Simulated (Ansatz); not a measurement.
The cluster NaI2 (the lowest doublet isomer of a short search). Total charge 0; doublet. Geometry B3LYP-D4/def2-TZVP, basis def2-TZVP, Ansatz.

```xyz
3

Na    0.295    1.506    0.313
I     1.403   -1.166    0.371
I    -1.698   -0.340   -0.684
```

| run | HOMO (eV) | LUMO (eV) |
| --- | --- | --- |
| A | -5.33 | -4.61 |
| B | -8.92 | -2.03 |
| C | -5.66 | -4.49 |
| D | -5.62 | -4.34 |
| E | -6.05 | -4.29 |
| F | -8.39 | -2.27 |

In the def2 sets I takes a core potential; there is no spin–orbit coupling. LC-ωPBE has ω = 0.4 bohr⁻¹. HSE06 is defined as in plane-wave codes, on full-range PBE exchange. The structure comes from a short search, and lower isomers may exist.

HOMO and LUMO are taken over both spins.

Task: The runs used B97M-V, HSE06, LC-ωPBE, PBE, r2SCAN, ωB97M-V. Estimate which is which.

Result: A PBE (0 % exact exchange); B LC-ωPBE (range-separated); C r2SCAN (0 % exact exchange); D B97M-V (0 % exact exchange); E HSE06 (range-separated); F ωB97M-V (range-separated). Exact exchange lowers occupied and raises empty levels; among semilocal functionals meta-GGAs tend to open the gap a little, and such runs are hard to tell apart. The gap grows from 0.71 eV (PBE) to 6.89 eV (LC-ωPBE).
